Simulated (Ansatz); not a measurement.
Reaction (formal exchange of groups at a Ge–C bond): `N#[C][Ge]([F])([Cl])[Cl]` + `CC(C)(C)NN` → `CC(C)(C)[NH][Ge]([F])([Cl])[Cl]` + `N#CN`

Calculated with Ansatz (gas phase, PBE0-D4/def2-TZVP geometries, no zero-point term in ΔE). CCSD(T)/CBS adds triple-zeta CCSD(T) − MP2 to the extrapolated MP2 energy (def2 sets, frozen cores). This one scheme is used for every species. Functionals use def2-TZVPP. B3LYP here is the variant with VWN-RPA as its local correlation; programs differ in this. HSE06 is defined as in plane-wave codes. For Ge outer-core shells are correlated without core-valence functions, which leaves a few kJ/mol of doubt a bond. Scalar relativity is left out up to krypton. Each species was taken in one conformer, which may not be the lowest.

`N#[C][Ge]([F])([Cl])[Cl]`:

Cartesian coordinates in Å:
```
N 0.883 -1.243 -2.049
C 0.469 -0.667 -1.143
Ge -0.197 0.266 0.378
F -1.332 1.405 -0.198
Cl 1.359 1.300 1.338
Cl -1.182 -1.061 1.674
```

`CC(C)(C)NN`:

Cartesian coordinates in Å:
```
C -1.437 -0.011 -0.348
C -0.032 0.112 0.242
C 0.076 1.386 1.066
C 0.278 -1.101 1.106
N 0.999 0.217 -0.797
N 0.958 -0.845 -1.724
H -1.671 0.853 -0.979
H -1.523 -0.917 -0.951
H -2.192 -0.062 0.441
H 1.083 1.491 1.475
H -0.637 1.371 1.892
H -0.141 2.270 0.457
H 1.262 -0.993 1.569
H 0.283 -2.005 0.495
H -0.470 -1.215 1.894
H 0.903 1.116 -1.261
H 1.896 -1.024 -2.052
H 0.366 -0.647 -2.524
```

`CC(C)(C)[NH][Ge]([F])([Cl])[Cl]`:

Z-matrix (Å, degrees):
```
C
C 1 1.527
H 1 1.092 2 110.7
H 1 1.093 2 110.9 3 -120.3
H 1 1.093 2 110.6 3 120.0
C 2 1.524 1 110.1 3 -179.8
C 2 1.522 1 110.0 3 59.0
N 2 1.471 1 110.9 3 -61.6
H 6 1.092 2 110.6 1 -59.1
H 6 1.091 2 110.5 1 -179.7
H 6 1.094 2 110.8 1 60.3
H 7 1.091 2 111.0 1 -178.9
H 7 1.094 2 111.5 1 -57.5
H 7 1.091 2 109.9 1 61.1
Ge 8 1.791 2 125.2 1 79.3
H 8 1.011 2 113.0 1 -63.3
F 15 1.729 8 113.5 2 -37.0
Cl 15 2.122 8 114.3 2 81.8
Cl 15 2.123 8 108.1 2 -156.0
```

`N#CN`:

Cartesian coordinates in Å:
```
N -0.638 -1.215 -1.320
C -0.197 -0.491 -0.536
N 0.367 0.332 0.351
H 0.207 1.314 0.188
H 0.261 0.060 1.317
```

| level | ΔE (kJ/mol) | difference from CCSD(T)/CBS |
| --- | --- | --- |
| LDA (SPW92) | -166.5 | -15.1 |
| PBE-D4 | -155.5 | -4.1 |
| revPBE-D4 | -152.4 | -1.0 |
| BLYP-D4 | -154.5 | -3.1 |
| r2SCAN-D4 | -161.5 | -10.1 |
| B97M-V | -156.0 | -4.6 |
| PBE0-D4 | -159.4 | -8.0 |
| B3LYP-D4 | -158.5 | -7.1 |
| r2SCANh-D4 | -162.5 | -11.1 |
| r2SCAN0-D4 | -164.0 | -12.6 |
| BHLYP-D4 | -162.6 | -11.2 |
| CAM-B3LYP-D4 | -157.7 | -6.3 |
| ωB97X-V | -151.7 | -0.3 |
| ωB97M-V | -151.9 | -0.5 |
| B2PLYP | -149.8 | 1.6 |
| PBE-QIDH | -156.7 | -5.3 |
| PBE | -148.7 | 2.7 |
| revPBE | -141.8 | 9.6 |
| BLYP | -141.8 | 9.6 |
| B3LYP | -147.7 | 3.7 |
| r2SCANh | -159.8 | -8.4 |
| r2SCAN0 | -161.0 | -9.6 |
| HSE06 | -153.0 | -1.6 |
| BHLYP | -152.7 | -1.3 |
| CAM-B3LYP | -150.7 | 0.7 |
| LC-ωPBE | -153.4 | -2.0 |
| RPA@PBE/def2-TZVPP | -135.4 | 16.0 |
| HF/def2-SVP | -157.9 | -6.5 |
| CCSD/def2-SVP | -147.9 | 3.5 |
| HF/def2-TZVPP | -150.6 | 0.8 |
| MP2/def2-TZVPP | -154.6 | -3.2 |
| SCS-MP2/def2-TZVPP | -146.8 | 4.6 |
| CCSD/def2-TZVPP | -146.7 | 4.7 |
| CCSD(T)/def2-TZVPP | -146.6 | 4.8 |
| HF/def2-QZVPP | -150.5 | 0.9 |
| MP2/def2-QZVPP | -157.4 | -6.0 |
| SCS-MP2/def2-QZVPP | -149.2 | 2.2 |
| HF/CBS(def2) | -150.5 | 0.9 |
| MP2/CBS(def2) | -159.4 | -8.0 |
| CCSD/CBS(def2) | -151.5 | -0.1 |
| CCSD(T)/CBS | -151.4 | 0 |

Largest T1 diagnostic among the species: 0.014.

At CCSD(T), def2-SVP lies +4.1 kJ/mol from the extrapolated value and def2-TZVPP +4.8 kJ/mol. From PBE to PBE0 (25 % exact exchange), in def2-TZVPP and without D4, ΔE moves by −4.3 kJ/mol. The D4 term adds −10.7 kJ/mol with B3LYP and −6.4 kJ/mol with PBE0; it sums over pairs of atoms, weighted by their polarisabilities, and B3LYP, whose exchange is more repulsive, gets the larger term.
